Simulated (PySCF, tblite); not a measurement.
Isomers of C6H14Si. All values are computed: GFN2-xTB (tblite) harmonic vibrations without scaling, gas phase. The method is semi-empirical: single wavenumbers can be off by several per cent or more. Modes of hydrogen on silicon can be 10 to 20 % off. One conformer each.

Electronic energies: PBE0/pcSseg-1 single points on the GFN2-xTB geometries (PySCF, gas phase).

| SMILES | electronic energy, lowest = 0 (kcal/mol) |
| --- | --- |
| CC[SiH2]CC1CC1 | 24.0 |
| [SiH3]CC1CCCC1 | 9.9 |
| C=C(C)[Si](C)(C)C | 0.0 |
| C/C=C(/CC)C[SiH3] | 23.4 |
| C[C@@H]1CC[C@H]1C[SiH3] | 26.2 |
| C=C[SiH2][C@@H](C)CC | 25.3 |
| C[SiH2][C@@H]1CC[C@@H]1C | 20.0 |

Question: How do GFN2-xTB zero-point energies change the relative energies?

Answer: 
| SMILES | ZPE (kcal/mol) | of it from modes above 1550 cm⁻¹ | electronic (kcal/mol) | with ZPE, lowest = 0 (kcal/mol) | lowest mode (cm⁻¹) | rings |
| --- | --- | --- | --- | --- | --- | --- |
| C=C(C)[Si](C)(C)C | 113.0 | 63.3 | 0.0 | 0.0 | 20 | 0 |
| [SiH3]CC1CCCC1 | 113.5 | 56.5 | 9.9 | 10.4 | 8 | 1 |
| C[SiH2][C@@H]1CC[C@@H]1C | 113.5 | 57.8 | 20.0 | 20.4 | 66 | 1 |
| C/C=C(/CC)C[SiH3] | 110.7 | 59.5 | 23.4 | 21.1 | 35 | 0 |
| CC[SiH2]CC1CC1 | 113.0 | 58.3 | 24.0 | 24.0 | 33 | 1 |
| C=C[SiH2][C@@H](C)CC | 112.2 | 60.4 | 25.3 | 24.4 | 33 | 0 |
| C[C@@H]1CC[C@H]1C[SiH3] | 112.5 | 56.7 | 26.2 | 25.7 | 68 | 1 |

The zero-point energies span 2.8 kcal/mol, from `C/C=C(/CC)C[SiH3]` to `[SiH3]CC1CCCC1`. The order is unchanged.

Question: And how do the electronic energies of GFN2-xTB itself compare?

Answer: `C=C(C)[Si](C)(C)C` 42.9; `[SiH3]CC1CCCC1` 0.0; `C[SiH2][C@@H]1CC[C@@H]1C` 20.4; `C/C=C(/CC)C[SiH3]` 21.7; `CC[SiH2]CC1CC1` 30.2; `C=C[SiH2][C@@H](C)CC` 38.2; `C[C@@H]1CC[C@H]1C[SiH3]` 12.8 kcal/mol, lowest = 0. Against the energies above, taken from the same isomer `C=C(C)[Si](C)(C)C`, the largest difference is 56.3 kcal/mol.

Question: What do entropy and thermal enthalpy add at 298.15 K and 1 bar (rigid rotor, harmonic oscillator, one conformer each)?

Answer: 
```
                  SMILES  point group  symmetry number  S (cal/(mol K))  H − H(0) (kcal/mol)  ZPE + H − H(0) − TS (kcal/mol)
C[SiH2][C@@H]1CC[C@@H]1C           C1                1             94.3                 6.57                            91.9
       C/C=C(/CC)C[SiH3]           C1                1            102.4                 7.35                            87.6
          CC[SiH2]CC1CC1           C1                1             99.2                 6.82                            90.2
    C=C[SiH2][C@@H](C)CC           C1                1            100.9                 7.24                            89.3
 C[C@@H]1CC[C@H]1C[SiH3]           C1                1             93.4                 6.41                            91.1
```

Not tabulated: `C=C(C)[Si](C)(C)C` (lowest mode only 20 cm⁻¹); `[SiH3]CC1CCCC1` (lowest mode only 8 cm⁻¹).
